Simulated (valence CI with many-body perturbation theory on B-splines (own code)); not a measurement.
**E1 line list for Tb LXI**

Method: configuration interaction combined with many-body perturbation theory (CI+MBPT): three valence electrons over a frozen Dirac-Fock core [He], a basis of 11 s, 11 p, 10 d, 8 f, 5 g, 2 h functions for each j, with the one-electron correlation potential Σ1 (screened to all orders), the two-electron term Σ2, the three-electron term Σ3, Breit, model QED; selected single and double excitations, second order for the rest, scaled by the run's own slope (own B-spline code, finite nucleus).

No measured spectrum was set against this ion. As an estimate, large intervals hold to a few tenths of a per cent, small ones and those within an open d or f shell to about a per cent.

Lines 1 to 50 of 576 in falling wavelength, among levels below 11407 eV, chosen from the strongest by gf and those to the six lowest levels. Wavelengths and rates use the calculated energies. Electric multipoles are in the length gauge, E1 and E2 with the static RPA response of the core. Weak lines are less certain than strong ones. Lines between different terms over intervals too small for the method are left out, as are lines whose strength nearly cancels. The highest levels of a list are the least certain.

Levels are named by their leading jj configuration (3d3/2^4 stands for four electrons in 3d with j = 3/2), which in mixed levels can hold well under half, so a name can repeat and another be missing. Letters in brackets count levels of one name in rising energy.

```
λ vac (Å)                          Upper                          Lower   A (s⁻¹)  log gf  Branch %
    608.0          (2p1/2^2 4f7/2) J=7/2          (2p1/2^2 4d5/2) J=5/2  2.61e+08   -0.94       0.0
    586.4         (2s 2p1/2 4f7/2) J=5/2         (2s 2p1/2 4d5/2) J=3/2  2.58e+08   -1.10       0.0
    573.4     (2s 2p1/2 4f7/2) J=7/2 [b]     (2s 2p1/2 4d5/2) J=5/2 [b]  2.83e+08   -0.95       0.0
    568.6     (2s 2p1/2 4f7/2) J=7/2 [a]     (2s 2p1/2 4d5/2) J=5/2 [a]  2.45e+08   -1.02       0.0
    522.2         (2s 2p1/2 4f7/2) J=9/2         (2s 2p1/2 4d5/2) J=7/2  4.09e+08   -0.78       0.0
    494.5             (2s^2 4f7/2) J=7/2             (2s^2 4d5/2) J=5/2  4.80e+08   -0.85       0.0
    330.5     (2s 2p1/2 4f5/2) J=5/2 [b]     (2s 2p1/2 4d3/2) J=3/2 [b]  1.22e+09   -0.92       0.0
    319.6          (2p1/2^2 4f5/2) J=5/2          (2p1/2^2 4d3/2) J=3/2  1.68e+09   -0.81       0.0
    308.0             (2s^2 4f5/2) J=5/2             (2s^2 4d3/2) J=3/2  1.84e+09   -0.80       0.0
    307.3     (2s 2p1/2 4f5/2) J=5/2 [a]     (2s 2p1/2 4d3/2) J=3/2 [a]  1.84e+09   -0.81       0.0
    290.9         (2s 2p1/2 4f5/2) J=7/2         (2s 2p1/2 4d3/2) J=5/2  1.71e+09   -0.76       0.0
    261.5         (2s 2p1/2 4d5/2) J=7/2         (2s 2p1/2 4p3/2) J=5/2  5.12e+09   -0.38       0.0
    257.9          (2p1/2^2 4d5/2) J=5/2          (2p1/2^2 4p3/2) J=3/2  5.46e+09   -0.49       0.0
    250.3     (2s 2p1/2 4d5/2) J=5/2 [b]     (2s 2p1/2 4p3/2) J=3/2 [b]  5.03e+09   -0.55       0.0
    250.3     (2s 2p1/2 4d5/2) J=5/2 [a]     (2s 2p1/2 4p3/2) J=3/2 [a]  4.70e+09   -0.58       0.0
    248.8             (2s^2 4d5/2) J=5/2             (2s^2 4p3/2) J=3/2  5.76e+09   -0.49       0.0
    240.8         (2s 2p1/2 4d5/2) J=3/2         (2s 2p1/2 4p3/2) J=1/2  5.01e+09   -0.76       0.0
    153.4     (2s 2p3/2 3p1/2) J=3/2 [a]            (2s 2p3/2 3s) J=5/2  5.37e+09   -1.12       0.0
    116.2      (2p3/2^2 3d5/2) J=5/2 [a]      (2p3/2^2 3p3/2) J=3/2 [a]  8.42e+09   -0.99       0.0
    110.2         (2s 2p3/2 3d5/2) J=9/2         (2s 2p3/2 3p3/2) J=7/2  1.54e+10   -0.55      24.4
    109.7      (2p1/2 2p3/2 3d5/2) J=9/2      (2p1/2 2p3/2 3p3/2) J=7/2  1.79e+10   -0.49       0.3
    109.2  (2p1/2 2p3/2 3d5/2) J=7/2 [b]  (2p1/2 2p3/2 3p3/2) J=5/2 [b]  1.47e+10   -0.68       0.0
    109.0  (2p1/2 2p3/2 3d5/2) J=7/2 [a]  (2p1/2 2p3/2 3p3/2) J=5/2 [a]  1.62e+10   -0.64       0.0
    108.9         (2s 2p1/2 3d5/2) J=7/2         (2s 2p1/2 3p3/2) J=5/2  1.68e+10   -0.62       0.0
    108.7     (2s 2p3/2 3d5/2) J=7/2 [a]     (2s 2p3/2 3p3/2) J=5/2 [a]  1.22e+10   -0.76       0.0
    108.7          (2p3/2^2 3d5/2) J=7/2          (2p3/2^2 3p3/2) J=5/2  1.32e+10   -0.73       0.1
    108.6     (2s 2p3/2 3d5/2) J=5/2 [b]     (2s 2p3/2 3p3/2) J=3/2 [b]  1.12e+10   -0.93       0.0
    108.3     (2s 2p3/2 3d5/2) J=7/2 [b]     (2s 2p3/2 3p3/2) J=5/2 [b]  1.32e+10   -0.73       0.0
    107.9          (2p3/2^2 3d5/2) J=9/2          (2p3/2^2 3p3/2) J=7/2  1.72e+10   -0.52       0.2
    107.4     (2s 2p1/2 4d3/2) J=3/2 [b]     (2s 2p1/2 4p1/2) J=1/2 [b]  3.33e+10   -0.64       0.0
    107.3          (2p1/2^2 3d5/2) J=5/2          (2p1/2^2 3p3/2) J=3/2  1.89e+10   -0.71       0.0
    106.6      (2p3/2^2 3d5/2) J=5/2 [b]      (2p3/2^2 3p3/2) J=3/2 [b]  1.70e+10   -0.76       0.0
    106.5         (2s 2p1/2 4d3/2) J=1/2     (2s 2p1/2 4p1/2) J=1/2 [b]  5.27e+10   -0.75       0.0
    106.1             (2s^2 3d5/2) J=5/2             (2s^2 3p3/2) J=3/2  1.46e+10   -0.83       0.0
    105.8     (2s 2p1/2 3d5/2) J=5/2 [a]     (2s 2p1/2 3p3/2) J=3/2 [a]  1.70e+10   -0.77       0.0
    105.1  (2p1/2 2p3/2 3d5/2) J=5/2 [b]  (2p1/2 2p3/2 3p3/2) J=3/2 [b]  1.14e+10   -0.94       0.0
    104.1         (2s 2p1/2 4d3/2) J=5/2         (2s 2p1/2 4p1/2) J=3/2  5.44e+10   -0.28       0.0
    103.9          (2p1/2^2 4d3/2) J=3/2          (2p1/2^2 4p1/2) J=1/2  6.89e+10   -0.35       0.0
    103.3             (2s^2 4d3/2) J=3/2             (2s^2 4p1/2) J=1/2  6.58e+10   -0.38       0.0
    103.2     (2s 2p1/2 4d3/2) J=3/2 [a]     (2s 2p1/2 4p1/2) J=1/2 [a]  6.74e+10   -0.37       0.0
    102.1  (2p1/2 2p3/2 3d5/2) J=5/2 [a]  (2p1/2 2p3/2 3p3/2) J=3/2 [a]  1.46e+10   -0.86       0.0
    101.8     (2s 2p3/2 3d5/2) J=5/2 [a]     (2s 2p3/2 3p3/2) J=3/2 [a]  1.01e+10   -1.03       0.0
    101.4     (2s 2p1/2 3d5/2) J=5/2 [b]     (2s 2p1/2 3p3/2) J=3/2 [b]  1.72e+10   -0.80       0.0
    100.5         (2s 2p1/2 4p3/2) J=1/2        (2s 2p1/2 4s) J=1/2 [b]  7.45e+10   -0.65       0.0
    99.49     (2s 2p1/2 4d5/2) J=5/2 [a]         (2s 2p1/2 4p1/2) J=3/2  1.39e+10   -0.91       0.0
    99.42     (2s 2p1/2 4p3/2) J=3/2 [b]        (2s 2p1/2 4s) J=1/2 [b]  5.19e+10   -0.51       0.0
    99.22     (2s 2p1/2 4d3/2) J=3/2 [b]         (2s 2p1/2 4p1/2) J=3/2  3.35e+10   -0.70       0.0
    98.23  (2p1/2 2p3/2 3d5/2) J=3/2 [a]  (2p1/2 2p3/2 3p3/2) J=1/2 [a]  1.36e+10   -1.11       0.0
    97.51          (2p1/2^2 4p3/2) J=3/2             (2p1/2^2 4s) J=1/2  1.01e+11   -0.24       0.1
    96.55             (2s^2 4p3/2) J=3/2                (2s^2 4s) J=1/2  9.37e+10   -0.28       0.2
```

Q: How does gf follow from A for the line at 240.8 Å?

A: gf = 1.4992 × (2J+1)_upper × A / σ², with σ = 415327 cm⁻¹ and 2J+1 = 4: gf = 0.174.
